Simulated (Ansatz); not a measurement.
Geometry optimisation, RKS revPBE-D4/6-31G* in Ansatz 0.2.0.

Input:

```yaml
crystal:
  periodic: [false, false, false]
  atoms:
    - { symbol: Si, position_ang: [0.062145, -0.119215, 0.213925] }
    - { symbol: H, position_ang: [0.100634, -0.357948, 1.656625] }
    - { symbol: "N", position_ang: [1.832881, -0.198855, 0.152167] }
    - { symbol: H, position_ang: [2.268569, 0.075074, 1.031638] }
    - { symbol: H, position_ang: [2.367945, 0.162978, -0.640047] }
    - { symbol: O, position_ang: [-0.501939, 1.348373, -0.385878] }
    - { symbol: H, position_ang: [-1.467957, 1.304947, -0.551358] }
    - { symbol: "N", position_ang: [-0.903358, -1.344191, -0.569747] }
    - { symbol: H, position_ang: [-0.804987, -2.287161, -0.185873] }
    - { symbol: H, position_ang: [-0.888432, -1.393903, -1.590851] }
basis:
  gaussian: { orbitals: "6-31G*" }
hamiltonian:
  xc: revpbe
  dispersion: d4
relax:
  f_tol: 0.03
  max_steps: 50
output:
  orbitals: {}
```

Command:

```bash
$ ansatz run input.yaml --threads 1 --pin off --max-ram 2048MiB --backend cpu --events-out ev --progress --plain --runs-dir out
```

Question: Where does it end, and by what steps?

Answer: The run converged. After 7 steps the energy has fallen by 0.185 eV; H2 moved furthest, 0.30 Å.

```json
{"step": "0", "energy less start (eV)": "0.0000", "largest force component (eV/Å)": "1.390", "accepted": "yes"}
{"step": "1", "energy less start (eV)": "-0.1566", "largest force component (eV/Å)": "0.598", "accepted": "yes"}
{"step": "2", "energy less start (eV)": "-0.1737", "largest force component (eV/Å)": "0.194", "accepted": "yes"}
{"step": "3", "energy less start (eV)": "-0.1572", "largest force component (eV/Å)": "0.557", "accepted": "no"}
{"step": "4", "energy less start (eV)": "-0.1802", "largest force component (eV/Å)": "0.432", "accepted": "yes"}
{"step": "5", "energy less start (eV)": "-0.1158", "largest force component (eV/Å)": "1.260", "accepted": "no"}
{"step": "6", "energy less start (eV)": "-0.1847", "largest force component (eV/Å)": "0.033", "accepted": "yes"}
{"step": "7", "energy less start (eV)": "-0.1851", "largest force component (eV/Å)": "0.024", "accepted": "yes"}
```

```xyz
10
Properties=species:S:1:pos:R:3
Si 0.082 -0.137 0.278
H -0.191 -0.353 1.739
N 1.817 -0.223 0.135
H 2.348 0.164 0.918
H 2.241 0.087 -0.743
O -0.439 1.344 -0.338
H -1.404 1.339 -0.500
N -0.851 -1.350 -0.568
H -0.771 -2.303 -0.204
H -0.768 -1.377 -1.587
```

Whether the end is a true minimum wasn't checked by a vibrational analysis.

Time of the run: 19 s on 1 thread of Arm Neoverse V2 (shared host), peak memory 0.12 GiB.
